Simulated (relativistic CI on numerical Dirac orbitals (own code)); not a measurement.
**Tm44+: sensitivity of the levels to the model**

Base calculation: Dirac-Coulomb-Breit CI, separate exchange-only KLI orbitals for each configuration, model QED (radiative potential, 1s self-energy scaled to tabulated hydrogen-like ionisation energies), unscaled Slater integrals.

Configurations in the expansion (outside the closed core [Ne]): 3s2 3p6 3d7, 3s2 3p5 3d8, 3s2 3p4 3d9, 3s 3p6 3d8, 3p6 3d9, 3s 3p5 3d9, 3s2 3p6 3d6 4s, 3s2 3p6 3d6 4p, 3s2 3p4 3d8 4s, 3s2 3p6 3d6 4d, 3s2 3p4 3d8 4p, 3s2 3p5 3d7 4s, 3s2 3p6 3d6 4f, 3s2 3p4 3d8 4d, 3s 3p5 3d8 4s, 3s2 3p5 3d7 4p, 3s 3p5 3d8 4p, 3s2 3p5 3d7 4d, 3s2 3p6 3d5 4s2, 3s 3p5 3d8 4d, 3s 3p6 3d7 4s, 3p6 3d8 4s, 3s2 3p6 3d5 4s 4p, 3s2 3p5 3d7 4f, 3p6 3d8 4p, 3s 3p6 3d7 4p, 3s2 3p6 3d6 5s, 3s2 3p6 3d5 4p2, 3s2 3p6 3d6 5p, 3p6 3d8 4d, 3s2 3p5 3d6 4s2, 3s2 3p6 3d6 5d, 3s2 3p6 3d6 5f, 3s 3p6 3d6 4s2, 3s2 3p5 3d7 5s, 3s2 3p6 3d6 6s. Levels of other configurations are missing.

The lowest level and the first level of each name with at least 55 % of one term (blank where a level has no safe partner in the second run):

| Level | Base (eV) | Shift (eV) |
| --- | --- | --- |
| 3s2 3p6 3d7 4F_9/2 | 0.000 | 0.000 |
| 3s2 3p6 3d7 4F_7/2 | 45.860 | -0.034 |
| 3s2 3p6 3d7 4P_5/2 | 56.793 | -0.020 |
| 3s2 3p6 3d7 2H_11/2 | 60.363 | +0.069 |
| 3s2 3p6 3d7 2F_5/2 | 71.106 | +0.135 |
| 3s2 3p6 3d7 2D_3/2 | 87.009 | -0.066 |
| 3s2 3p6 3d7 4F_5/2 | 98.895 | -0.032 |
| 3s2 3p5 3d8 4G°_11/2 | 356.999 | -1.172 |
| 3s2 3p5 3d8 2D°_5/2 | 367.945 | -0.291 |
| 3s2 3p5 3d8 2F°_7/2 | 368.910 | -0.328 |
| 3s2 3p5 3d8 4F°_9/2 | 375.498 | -0.356 |
| 3s2 3p5 3d8 4G°_9/2 | 411.453 | -0.987 |
| 3s2 3p5 3d8 2H°_11/2 | 432.551 | -0.926 |
| 3s2 3p5 3d8 2G°_7/2 | 434.540 | -0.311 |
| 3s2 3p5 3d8 2G°_9/2 | 447.705 | -0.368 |
| 3s2 3p5 3d8 2F°_5/2 | 459.807 | +1.178 |
| 3s2 3p5 3d8 2H°_9/2 | 655.452 | -0.669 |

At this charge energies of transitions that change n are usually good to better than 1 %, and those within a shell (Δn = 0) to a few per cent.

**Question.** One thing was changed in a second run, which moved the levels as shown. Which?
A. one mean potential for all configurations
B. QED terms removed
C. only the first 3 configurations
D. Breit term removed

**Answer.** C. Only the first 3 configurations. With fewer configurations the levels that remain lose their mixing partners.

LS names give the leading component of a level, which can be under half, so a name can repeat, a term be missing and a line seem to break the LS rules.
